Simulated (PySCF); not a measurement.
C₂H₆BFO₂, SMILES B(CF)(OC)O.

Coordinates come from a PBE0-D3(BJ)/def2-SVP optimisation. The structure was generated by enumeration, and PubChem lists no compound with its InChIKey, so it may never have been made. Other conformers were not sampled.

These are PBE0-D3(BJ)/def2-SVP (PySCF 2.14.0) values and carry that method's errors.

Frequencies are harmonic and unscaled.

Computed harmonic wavenumbers and intensities:
```tsv
mode	ν (cm⁻¹)	IR (km/mol)	moving atoms (share of kinetic energy)
1	24	0.0	H 95 %
2	89	2.2	F 35 %, C 24 %, H 22 %, O 14 %
3	152	14.0	O 41 %, H 31 %, C 24 %
4	179	5.8	F 32 %, O 24 %, C 19 %, H 16 %, B 10 %
5	270	15.7	O 52 %, C 19 %, H 18 %, F 11 %
6	396	2.6	F 34 %, C 32 %, O 22 %, H 9 %
7	471	12.5	B 45 %, H 35 %, O 16 %
8	561	6.3	O 40 %, C 25 %, H 18 %, B 10 %
9	634	84.0	H 92 %
10	800	0.6	O 52 %, C 30 %, H 15 %
11	891	27.2	H 40 %, B 33 %, C 23 %
12	990	159.3	H 47 %, C 21 %, B 14 %, O 12 %
13	1089	37.2	C 43 %, F 33 %, H 21 %
14	1129	50.2	O 33 %, H 32 %, C 30 %
15	1187	0.4	H 76 %, C 19 %
16	1203	11.8	H 71 %, C 18 %
17	1234	3.6	H 91 %
18	1291	110.1	H 54 %, O 18 %, C 15 %, B 13 %
19	1415	240.2	B 49 %, C 18 %, H 17 %, O 16 %
20	1440	155.7	H 67 %, C 16 %, B 13 %
21	1450	1.1	H 92 %
22	1477	1.2	H 96 %
23	1478	4.1	H 97 %
24	1559	318.7	B 51 %, H 25 %, O 23 %
25	3050	53.9	H 97 %
26	3063	14.8	H 95 %
27	3119	15.9	H 90 %, C 10 %
28	3143	23.7	H 90 %, C 10 %
29	3160	12.1	H 90 %, C 10 %
30	3855	129.7	H 94 %
```
